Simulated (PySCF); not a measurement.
**Bond curve of GaI**

Set-up: Ga cc-pVTZ-PP with ECP10, I cc-pVTZ-PP with ECP28; scalar-relativistic core potentials (PySCF 2.14). Energies in eV from Ga + I in their ground configurations at the same level. State: ¹Σ⁺ (singlet), closed shell.

All columns are PBE0. A positive dipole means Ga(−)I(+).

```csv
R (Å),E (eV),μ (D),Mulliken charge on Ga (basis-dependent),HOMO (eV),LUMO (eV),Mayer bond order,⟨S²⟩
2.237,-2.997,-0.22,0.13,-6.54,-1.44,1.30,0.00
2.341,-3.434,-0.93,0.19,-6.73,-1.57,1.24,0.00
2.445,-3.671,-1.64,0.25,-6.88,-1.69,1.19,0.00
2.523,-3.753,-2.18,0.28,-6.97,-1.79,1.15,0.00
2.601,-3.776,-2.71,0.32,-7.03,-1.89,1.12,0.00
2.679,-3.753,-3.24,0.35,-7.06,-1.99,1.08,0.00
2.783,-3.672,-3.93,0.38,-7.06,-2.12,1.04,0.00
2.913,-3.514,-4.77,0.42,-6.83,-2.28,0.99,0.00
3.069,-3.277,-5.75,0.46,-6.58,-2.46,0.93,0.00
3.277,-2.927,-6.98,0.50,-6.29,-2.70,0.87,0.00
```

A fit through these points gives, at Re = 2.597 Å, μ = -2.69 D and dμ/dR = -6.80 D/Å; the reduced mass is 44.67 u.

Q: How strong is the fundamental in the double-harmonic approximation, I = 42.26·(dμ/dR)²/μred km/mol?

A: I = 42.26·(-6.80)²/44.67 = 43.7 km/mol at PBE0.

These are scalar-relativistic numbers at best; spin–orbit coupling would shift them, the dissociation energy most.
